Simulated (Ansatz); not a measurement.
One change: `[NH2][In]([OH])[BH]S` becomes `[NH2][In]([NH2])[OH]`.

Ansatz, PBE0-D4/def2-TZVP geometries, multiplicity 1. Each molecule was computed in one conformer, which needn't be the lowest.

Elements past krypton have def2 core potentials.

| property | `[NH2][In]([OH])[BH]S` |
| --- | --- |
| LUMO energy (B3LYP/def2-TZVPP) / eV | -2.27 |
| ideal-gas entropy at 298 K and 1 bar (rigid rotor, harmonic PBE0-D4/def2-TZVP) / J/(mol·K) | 407 |
| HOMO energy (ωB97M-V/def2-TZVPP) / eV | -9.25 |
| HOMO energy (PBE0/def2-TZVPP) / eV | -6.91 |
| HOMO energy (PBE/def2-TZVPP) / eV | -5.57 |
| LUMO energy (PBE0/def2-TZVPP) / eV | -2.10 |

Question: What does the change do to each property? (Best estimate.)

Answer: The calculation gave: 
```json
{"property": "LUMO energy (B3LYP/def2-TZVPP) / eV", "`[NH2][In]([NH2])[OH]`": "-1.40", "shift": "0.87"}
{"property": "ideal-gas entropy at 298 K and 1 bar (rigid rotor, harmonic PBE0-D4/def2-TZVP) / J/(mol·K)", "`[NH2][In]([NH2])[OH]`": "357", "shift": "-50"}
{"property": "HOMO energy (ωB97M-V/def2-TZVPP) / eV", "`[NH2][In]([NH2])[OH]`": "-9.43", "shift": "-0.18"}
{"property": "HOMO energy (PBE0/def2-TZVPP) / eV", "`[NH2][In]([NH2])[OH]`": "-7.07", "shift": "-0.16"}
{"property": "HOMO energy (PBE/def2-TZVPP) / eV", "`[NH2][In]([NH2])[OH]`": "-5.68", "shift": "-0.11"}
{"property": "LUMO energy (PBE0/def2-TZVPP) / eV", "`[NH2][In]([NH2])[OH]`": "-1.05", "shift": "1.05"}
```

With PBE0 the HOMO falls by 0.16 eV and the LUMO rises by 1.05 eV, so the gap widens by about 1.21 eV. PBE moves the HOMO by -0.11 eV and ωB97M-V by -0.18 eV. The zero-point energy changes by 6.0 kJ/mol with -3 modes. Modes under 60 cm⁻¹, often nearly free rotors, make the harmonic entropy too high.

Positive LUMOs are unbound, so they and the gaps depend on the basis.

B3LYP here is the variant with VWN-RPA as its local correlation; programs differ in this.
